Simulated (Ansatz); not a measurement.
`[SiH3][SiH2][InH2]` + `BN` → `BN[SiH2][SiH3]` + `[InH3]` at 298.15 K and 1 bar (cleavage of the Si–In bond).

Program: Ansatz. Geometries: PBE0-D4/def2-TZVP. ΔE: electronic, gas phase. CCSD(T)/CBS adds triple-zeta CCSD(T) − MP2 to the extrapolated MP2 energy (def2 sets, frozen cores). This one scheme is used for every species. def2 core potentials past Kr. For In outer-core shells are correlated without core-valence functions, which leaves a few kJ/mol of doubt a bond. Each species was taken in one conformer, which may not be the lowest.

```csv
species,CCSD(T)/CBS energy (Eh),H − E (kJ/mol),S (J/(mol·K))
`[SiH3][SiH2][InH2]`,-772.14490,162.9,380.9
`BN`,-81.93499,137.2,228.1
`BN[SiH2][SiH3]`,-662.50812,233.5,355.4
`[InH3]`,-191.56739,54.8,229.0
```

H − E and S are ideal-gas, rigid-rotor, harmonic terms from PBE0-D4/def2-TZVP, for one conformer and one mirror image of each species. 1 Eh = 2625.50 kJ/mol, R = 8.31446 J/(mol·K).

By hand: ΔE, ΔH, ΔS and ΔG.

ΔE = (-662.50812) + (-191.56739) − (-772.14490) − (-81.93499) = 0.00438 Eh = 11.5 kJ/mol. Δ(H − E) = 233.5 + 54.8 − 162.9 − 137.2 = -11.8, so ΔH = -0.3 kJ/mol. ΔS = 355.4 + 229.0 − 380.9 − 228.1 = -24.6 J/(mol·K). ΔG = -0.3 − 298.15 × (-24.6)/1000 = 7.0 kJ/mol.

By hand: the equilibrium constant, and the temperature at which ΔG would vanish if ΔH and ΔS stayed fixed.

log₁₀ K = −ΔG/(RT ln 10) = -1.2. ΔG = 0 at ΔH/ΔS = 12 K, though so small a ΔH makes that figure unsure.

TΔS isn't small against ΔH here. A doubt of 5 kJ/mol in ΔE shifts log₁₀ K by 0.9 here. Other conformers and mirror images would add mixing entropy, several J/(mol·K) or more a flexible species. Modes under 60 cm⁻¹, often nearly free rotors, make the harmonic entropy too high. These are equilibria of isolated gas molecules and say nothing of rates. Largest T1 diagnostic: 0.014 (customary marks: 0.02 for closed shells, 0.045 for open ones).
